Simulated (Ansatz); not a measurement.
CH5BN2O can be A, `N=C(N)BO`, or B, `C=NB(N)O`.

Computed with Ansatz on PBE0-D4/def2-TZVP structures; ΔE is electronic, products minus reactants. CBS: MP2 limit from def2 TZ/QZ plus the TZ coupled-cluster correction, frozen cores. This one scheme is used for every species. Functionals use def2-TZVPP. B3LYP here is the variant with VWN-RPA as its local correlation; programs differ in this. Each species was taken in one conformer, which may not be the lowest.

A:

```xyz
10

N     1.092    0.890    1.185
C     0.345    0.414    0.258
N    -0.138    1.090   -0.829
B    -0.043   -1.110    0.369
O    -0.909   -1.591   -0.554
H     1.283    1.886    1.046
H    -0.845    0.651   -1.393
H    -0.068    2.092   -0.876
H     0.402   -1.802    1.236
H    -1.119   -2.521   -0.441
```

B:

Z-matrix (Å, degrees):
```
C
N 1 1.252
H 1 1.101 2 124.1
H 1 1.096 2 120.5 3 179.9
B 2 1.447 1 127.6 3 -0.6
O 5 1.373 2 117.0 1 -85.4
N 5 1.412 2 119.3 1 97.2
H 6 0.958 5 113.9 2 -173.6
H 7 1.004 5 121.4 2 1.3
H 7 1.004 5 124.3 2 173.2
```

Problem. Which isomer does CCSD(T)/CBS put lower? Give the gap. (Best estimate.)

Solution. Ansatz gave: B, by 152.1 kJ/mol.

Problem. Give E(B) − E(A) in kJ/mol with r2SCAN-D4, MP2/def2-TZVPP, ωB97M-V, B3LYP-D4, B2PLYP, CCSD(T)/def2-TZVPP, HF/def2-TZVPP. (Estimate.)

Solution. The calculation gave: r2SCAN-D4 -143.7, MP2/def2-TZVPP -153.3, ωB97M-V -150.7, B3LYP-D4 -148.8, B2PLYP -150.8, CCSD(T)/def2-TZVPP -152.4, HF/def2-TZVPP -164.7. None reverses the order clearly.

Largest T1 diagnostic: 0.014.

In def2-TZVPP, CCSD(T) changes the Hartree–Fock value by +12.3 kJ/mol (the triples alone add +3.8 kJ/mol) and MP2 by +11.4 kJ/mol. From PBE to PBE0 (25 % exact exchange), in def2-TZVPP and without D4, E(B) − E(A) moves by −7.5 kJ/mol.
